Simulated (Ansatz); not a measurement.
Ansatz (an electronic-structure program) input (B3LYP-D3(BJ)/def2-TZVP):

Ansatz 0.2 input:
```yaml
crystal:
  periodic: [false, false, false]
  atoms:
    - {symbol: B, position_ang: [0.50733271, 0.35321389, 0.42276173]}
    - {symbol: Cl, position_ang: [1.50751035, -0.69319302, -0.54938662]}
    - {symbol: O, position_ang: [-0.79827451, 0.40266340, 0.32108661]}
    - {symbol: H, position_ang: [-1.30501975, -0.13707558, -0.30068842]}
basis:
  gaussian:
    orbitals: def2-TZVP
hamiltonian:
  xc: b3lyp
  dispersion: d3bj
magnetization: {spin_polarized: true, initial_magnetization: 1}
relax: {f_tol: 0.002, max_steps: 150}
```

Output:

```
Functional definition: B3LYP
integrals: 0.02 GiB planned
627 factors; their error is unknown
0.17 GiB of the device are held for the grids
0.31 GiB of device memory are held for the factors and their scratch space
mean field: 0.39 GiB planned
mean field evaluation 1: about -15259.9127 eV, gradient 3.8e1 eV
mean field evaluation 2: about -15248.1907 eV, gradient 6.8e1 eV
mean field evaluation 4: about -15264.5672 eV, gradient 2.3e0 eV
mean field evaluation 8: about -15264.5919 eV, gradient 4.2e-2 eV
mean field evaluation 16: about -15264.6257 eV, gradient 4.4e-5 eV
mean field -15264.62572445 eV, -560.9646486387 hartree, gradient 1.3e-5 eV, S^2 0.752209; 0 other end points of the search recorded, 0 dependent functions left out
the calculation of the forces begins
reference -15264.62592848 eV, -560.9646561365 hartree; 16, 15 occupied and 89, 90 virtual orbitals, 627 factors
relax step   1: F+E_penalty+E_count = -15264.73447615 eV  Δ(F+E_penalty+E_count) = +0.000e0 eV  max|allowed force component| = 1.013e0 eV/Å  Δτ_max = 0.0000 Å  (30 SCF iters, accepted)
these checks for a lower state are left out or cut short: starts, cluster_reference, orbital_swaps, neighbouring_geometries, increment
integrals: 0.02 GiB planned
627 factors; their error is unknown
0.17 GiB of the device are held for the grids
0.31 GiB of device memory are held for the factors and their scratch space
mean field: 0.39 GiB planned
mean field -15264.64896200 eV, -560.9655026027 hartree, gradient 8.2e-6 eV, S^2 0.752224; 0 other end points of the search recorded, 0 dependent functions left out
the calculation of the forces begins
reference -15264.64916676 eV, -560.9655101277 hartree; 16, 15 occupied and 89, 90 virtual orbitals, 627 factors
relax step   2: F+E_penalty+E_count = -15264.75713703 eV  Δ(F+E_penalty+E_count) = -2.266e-2 eV  max|allowed force component| = 4.406e-1 eV/Å  Δτ_max = 0.0263 Å  (33 SCF iters, accepted)
these checks for a lower state are left out or cut short: starts, cluster_reference, orbital_swaps, neighbouring_geometries, increment
integrals: 0.02 GiB planned
627 factors; their error is unknown
0.17 GiB of the device are held for the grids
0.31 GiB of device memory are held for the factors and their scratch space
mean field: 0.39 GiB planned
mean field evaluation 32: about -15264.6595 eV, gradient 9.0e-6 eV
mean field -15264.65952994 eV, -560.9658909675 hartree, gradient 9.0e-6 eV, S^2 0.752227; 0 other end points of the search recorded, 0 dependent functions left out
the calculation of the forces begins
reference -15264.65973496 eV, -560.9658985017 hartree; 16, 15 occupied and 89, 90 virtual orbitals, 627 factors
relax step   3: F+E_penalty+E_count = -15264.76750523 eV  Δ(F+E_penalty+E_count) = -1.037e-2 eV  max|allowed force component| = 1.011e-1 eV/Å  Δτ_max = 0.0203 Å  (33 SCF iters, accepted)
these checks for a lower state are left out or cut short: starts, cluster_reference, orbital_swaps, neighbouring_geometries, increment
integrals: 0.02 GiB planned
627 factors; their error is unknown
0.17 GiB of the device are held for the grids
0.31 GiB of device memory are held for the factors and their scratch space
mean field: 0.39 GiB planned
mean field -15264.66189141 eV, -560.9659777497 hartree, gradient 9.3e-6 eV, S^2 0.752216; 0 other end points of the search recorded, 0 dependent functions left out
the calculation of the forces begins
reference -15264.66209620 eV, -560.9659852756 hartree; 16, 15 occupied and 89, 90 virtual orbitals, 627 factors
relax step   4: F+E_penalty+E_count = -15264.77013053 eV  Δ(F+E_penalty+E_count) = -2.625e-3 eV  max|allowed force component| = 5.947e-2 eV/Å  Δτ_max = 0.0225 Å  (33 SCF iters, accepted)
these checks for a lower state are left out or cut short: starts, cluster_reference, orbital_swaps, neighbouring_geometries, increment
integrals: 0.02 GiB planned
627 factors; their error is unknown
0.17 GiB of the device are held for the grids
0.31 GiB of device memory are held for the factors and their scratch space
mean field: 0.39 GiB planned
mean field -15264.66220949 eV, -560.9659894392 hartree, gradient 9.3e-6 eV, S^2 0.752204; 0 other end points of the search recorded, 0 dependent functions left out
the calculation of the forces begins
reference -15264.66241403 eV, -560.9659969559 hartree; 16, 15 occupied and 89, 90 virtual orbitals, 627 factors
relax step   5: F+E_penalty+E_count = -15264.77068495 eV  Δ(F+E_penalty+E_count) = -5.544e-4 eV  max|allowed force component| = 1.302e-2 eV/Å  Δτ_max = 0.0140 Å  (34 SCF iters, accepted)
these checks for a lower state are left out or cut short: starts, cluster_reference, orbital_swaps, neighbouring_geometries, increment
integrals: 0.02 GiB planned
627 factors; their error is unknown
0.17 GiB of the device are held for the grids
0.31 GiB of device memory are held for the factors and their scratch space
mean field: 0.39 GiB planned
mean field -15264.66220108 eV, -560.9659891301 hartree, gradient 4.9e-5 eV, S^2 0.752202; 0 other end points of the search recorded, 0 dependent functions left out
the calculation of the forces begins
reference -15264.66240560 eV, -560.9659966459 hartree; 16, 15 occupied and 89, 90 virtual orbitals, 627 factors
relax step   6: F+E_penalty+E_count = -15264.77069511 eV  Δ(F+E_penalty+E_count) = -1.016e-5 eV  max|allowed force component| = 1.257e-3 eV/Å  Δτ_max = 0.0009 Å  (23 SCF iters, accepted)
integrals: 0.02 GiB planned
627 factors; their error is unknown
0.17 GiB of the device are held for the grids
0.31 GiB of device memory are held for the factors and their scratch space
mean field: 0.39 GiB planned
mean field evaluation 64: about -15264.6622 eV, gradient 2.8e-3 eV
mean field -15264.66220108 eV, -560.9659891301 hartree, gradient 4.9e-5 eV, S^2 0.752202; 1 other end points of the search recorded, 0 dependent functions left out
the calculation of the forces begins
reference -15264.66240560 eV, -560.9659966459 hartree; 16, 15 occupied and 89, 90 virtual orbitals, 627 factors
Total energy: -15264.77089962 eV, -560.9699837279 hartree
Atom 0 at     0.493533     0.348143     0.416007 Å, force    -0.001257     0.000914     0.000444 eV/Å
Atom 1 at     1.515818    -0.704607    -0.560359 Å, force     0.000431    -0.000698    -0.000521 eV/Å
Atom 2 at    -0.831128     0.428279     0.343714 Å, force     0.001038     0.000157     0.000745 eV/Å
Atom 3 at    -1.266674    -0.146207    -0.305589 Å, force    -0.000213    -0.000374    -0.000668 eV/Å
Dipole moment:    -0.258749    -0.161199    -0.198217 e Å
```

It need not be the lowest isomer of its formula.
